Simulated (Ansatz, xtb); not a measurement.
## Isomers of C3H7FO2Si in order of energy

4 gas-phase structures of C3H7FO2Si, from a drawn sample of its isomers (lower ones may exist). Each was relaxed with GFN2-xTB; where two conformers were screened, the lower at r2SCAN-D4/def2-SVP is listed:

A. `C=C(OC)O[SiH2]F`, a singlet
B. `C=CO[Si@H](F)OC`, a singlet
C. `FC[SiH]1OCCO1`, a singlet
D. `C[Si@]1(F)COCO1`, a singlet

**Question.** Make a reasoned guess at their ranking by r2SCAN-D4/def2-SVP single-point energy.

**Answer.** Calculated order at r2SCAN-D4/def2-SVP: B (0.0), D (6.6), A (109.0), C (166.9) kJ/mol.

Energies above the lowest of each column, in kJ/mol; the last columns are at B3LYP/def2-SVP geometries and were run for some of them only (a dash: not run or not comparable):

| structure | GFN2-xTB | HF/STO-3G | r2SCAN-D4/def2-SVP | B3LYP/def2-SVP | CCSD(T)/def2-SVP + ΔMP2/def2-TZVPP |
| --- | --- | --- | --- | --- | --- |
| B | 0.0 | 196.8 | 0.0 | 0.0 | 0.0 |
| D | 96.7 | 0.0 | 6.6 | 33.5 | 34.1 |
| A | 64.3 | 220.7 | 109.0 | 115.5 | 139.0 |
| C | 116.9 | 80.8 | 166.9 | – | – |

CCSD(T)/def2-SVP + ΔMP2/def2-TZVPP puts B lowest of those it was run on; HF/STO-3G picks D. Some further structures that were screened fall inside this span and aren't listed. Flexible structures stand in one conformer each, not always the lowest. Frequencies (GFN2-xTB) were run for A, B, D alone. The ΔMP2 step shifts differences by up to 21.6 kJ/mol, which makes them less sure. ΔMP2 is the change of the MP2 energy from the smaller to the larger basis.

Over these structures GFN2-xTB departs from r2SCAN-D4/def2-SVP by 46.2 kJ/mol on average once a common shift is removed. A GFN2-xTB relaxation took about 0.17 s and the r2SCAN-D4/def2-SVP energy about 1.8 s on a shared host (Ansatz 0.2.0, xtb 6.7.1).
